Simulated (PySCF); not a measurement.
What settings do to a single point of [YbCl4]−

The sound run of [YbCl4]− (singlet in the valence; each metal's 4f electrons, 13 of them, lie in its core potential, out of spins and levels) uses PySCF 2.14.0, RKS r2SCAN, Yb lcecp-1-SVP with ECP59, Cl def2-SVP; non-relativistic Hamiltonian with scalar-relativistic core potentials where named; density fitting; no spin-orbit coupling, grid (50, 194), threshold 1e-8 Eh and 55 cycles, at the relaxed geometry:

```xyz
5

Yb    0.0000    0.0000    0.0000
Cl    1.4391    1.4391    1.4391
Cl   -1.4391   -1.4391    1.4391
Cl    1.4391   -1.4391   -1.4391
Cl   -1.4391    1.4391   -1.4391
```

There Yb1 has a Mulliken charge of 0.72 e and the dipole about the centre of mass is 0.00 D. Each run below changes one thing and starts from free metal ions and neutral atoms unless it says otherwise; with 55 cycles, smearing, a level shift and second-order steps follow where DIIS fails, and their cycles count. Energy shifts count from the sound run. On f atoms grids over 110 angular points are at least (60, 302).

```csv
change,outcome,cycles,energy shift (eV),largest force component (eV/Å),charge on Yb1 (e),dipole about the centre of mass (D)
all coordinates × 1.05,converged,8,0.33,0.68,0.80,0.00
```

Task: One further run converged with energy shift (eV) -0.13, largest force component (eV/Å) 0.02, charge on Yb1 (e) 0.72, dipole about the centre of mass (D) 0.00. Which change was it?
A. start from the bare core Hamiltonian, limit 92 cycles
B. grid (99, 590)
C. spin (2S) set to 12, limit 75 cycles

Result: B.

Task: And the other changes listed?

Result: 
```json
{"change": "start from the bare core Hamiltonian, limit 92 cycles", "outcome": "converged", "cycles": "13", "energy shift (eV)": "0.0000", "largest force component (eV/Å)": "0.00", "charge on Yb1 (e)": "0.72", "dipole about the centre of mass (D)": "0.00"}
{"change": "spin (2S) set to 12, limit 75 cycles", "outcome": "not converged", "cycles": "75", "energy shift (eV)": "–", "largest force component (eV/Å)": "–", "charge on Yb1 (e)": "–", "dipole about the centre of mass (D)": "–"}
```

Forces carry noise of the integration grid, about 0.01 to 0.03 eV/Å.

No frequency check is given that shows the relaxed geometry to be a minimum. An lcecp potential fixes the number of 4f electrons, so in runs with it no electron can move into or out of that shell.
